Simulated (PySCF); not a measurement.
**Electron correlation in Cs (caesium, neutral)**

[Xe] 5d1, 2D determinant (an excited configuration). Calculation: PySCF 2.14, in def2-TZVPPD with the def2 core potential (46 electrons) (5s4p3d1f, 39 functions); scalar relativity through the core potential. Frozen: nothing; 9 electrons correlated.

```
  level  correlation energy (mhartree)
   CCSD                        -147.52
    (T)                          -3.81
CCSD(T)                        -151.33
```

Diagnostics: T1 = 0.015, D1 = 0.0613, largest double amplitude 0.033.

Task: Is a single reference adequate?

Result: Yes, within this model without spin-orbit coupling: T1 lies below 0.03 and no double amplitude reaches 0.07.

The basis has no tight functions for the innermost shells, so their pair energies are far from complete.

This basis was not built for core-valence correlation, so the inner-shell part is incomplete.
